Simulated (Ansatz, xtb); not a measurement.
**Ranking isomers of C5H6OSSe**

5 gas-phase structures of C5H6OSSe, from a drawn sample of its isomers (lower ones may exist). Each was relaxed with GFN2-xTB; where two conformers were screened, the lower at r2SCAN-D4/def2-SVP is listed:

A. `COc1ccc(S)[se]1`, a singlet
B. `COc1[se]ccc1S`, a singlet
C. `COc1cc(S)c[se]1`, a singlet
D. `COc1c[se]c(S)c1`, a singlet
E. `COc1cc[se]c1S`, a singlet

Task: Which do you expect lowest at r2SCAN-D4/def2-SVP, and how would the others follow?

Result: Calculated order at r2SCAN-D4/def2-SVP: A (0.0), B (0.4), E (0.6), C (0.9), D (1.6) kcal/mol. Less than 1 kcal/mol parts A and B; B and E; E and C; C and D, so the order within those pairs means little.

Energies above the lowest of each column, in kcal/mol; the last columns are at PBE-D3(BJ)/def2-SVP geometries:

```csv
structure,GFN2-xTB,HF/STO-3G,r2SCAN-D4/def2-SVP,PBE-D3(BJ)/def2-SVP,CCSD(T)/def2-SVP + ΔMP2/def2-TZVPP
A,4.4,2.2,0.0,0.0,0.1
B,0.4,0.0,0.4,1.1,0.4
E,4.6,0.5,0.6,0.8,0.0
C,0.0,0.0,0.9,1.2,0.5
D,4.2,0.8,1.6,1.3,0.0
```

CCSD(T)/def2-SVP + ΔMP2/def2-TZVPP has A and B and C and D and E within 1 kcal/mol of each other at the bottom, and every level picks one of them. CCSD(T)/def2-SVP + ΔMP2/def2-TZVPP orders those it was run on as E (0.0), D (0.0), A (0.1), B (0.4), C (0.5) kcal/mol. Less than 1 kcal/mol parts E and D; D and A; A and B; B and C, so the order within those pairs means little. Flexible structures stand in one conformer each, not always the lowest. Frequencies (GFN2-xTB) were run for B, C, D alone. ΔMP2 is the change of the MP2 energy from the smaller to the larger basis.

Over these structures GFN2-xTB departs from r2SCAN-D4/def2-SVP by 2.0 kcal/mol on average once a common shift is removed. A GFN2-xTB relaxation took about 0.2 s and the r2SCAN-D4/def2-SVP energy about 2.4 s on a shared host (Ansatz 0.2.0, xtb 6.7.1).
